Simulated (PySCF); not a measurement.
FH6NSi2, SMILES N[SiH2][SiH2]F. The structure is a stationary point at PBE0-D3(BJ)/def2-SVP. The structure was generated by enumeration, and PubChem lists no compound with its InChIKey, so it may never have been made. The values are those of a single conformer.

Computed equilibrium geometry at PBE0-D3(BJ)/def2-SVP (PySCF confirms it by a frequency run) as a Z-matrix (one conformer of several):
```
Si
N 1 1.7377
H 2 1.0147 1 118.61
H 2 1.0149 3 109.97 1 -139.90
H 1 1.4951 2 108.00 3 172.75
H 1 1.4972 5 109.57 2 118.28
Si 1 2.3545 5 108.32 6 117.03
F 7 1.6381 1 107.87 5 62.13
H 7 1.4960 8 107.79 1 123.37
H 7 1.4970 9 108.26 8 -115.61
```
Charge 0, spin multiplicity 1.
